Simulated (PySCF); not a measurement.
## Worked example: chemical shift, span and skew from a shielding tensor

C₄H₉FSi, SMILES C[C@@H]1[C@](F)([SiH3])C1. Atoms are numbered in the order given.

```xyz
15

C     -1.6034    -0.0339     1.5745
C     -1.1945    -0.5832     0.2260
C     -1.1703     0.2715    -1.0239
C      0.1233    -0.2511    -0.4382
F      0.7002    -1.3090    -1.1423
Si     1.4809     0.8588     0.2804
H     -1.1438    -0.6101     2.4039
H     -2.7048    -0.0794     1.7006
H     -1.3030     1.0265     1.6922
H     -1.4772    -1.6350     0.0440
H     -1.3900     1.3487    -0.9362
H     -1.4843    -0.1903    -1.9728
H      2.2870     0.1046     1.3008
H      0.8667     2.0705     0.9270
H      2.3850     1.3024    -0.8343
```

Geometry: PBE-D3(BJ)/def2-SVP. The structure was generated by enumeration; whether it is a known compound was not checked.

GIAO shieldings from HF/pcSseg-1 in PySCF, non-relativistic, no solvent. The symmetric part of the tensor of Si6 has the principal values 425.9, 445.2, 487.3 ppm. The same nucleus in TMS has σ = 393.8 ppm at this level (PySCF, at its B3LYP-D3(BJ)/def2-TZVP geometry).

Task: Work out the isotropic shielding, the ²⁹Si shift against TMS, the span and the skew.

Result: 
σ(iso) = (σ11 + σ22 + σ33)/3 = 452.8 ppm. δ = σ(ref) − σ(iso) = 393.8 − (452.8) = -59.0 ppm.
Span Ω = σ33 − σ11 = 61.4 ppm. Skew κ = 3(σ(iso) − σ22)/Ω = 0.37. Tumbling in solution averages the tensor to δ; in a static solid the shielding alone would spread this spin-1/2 line over Ω.
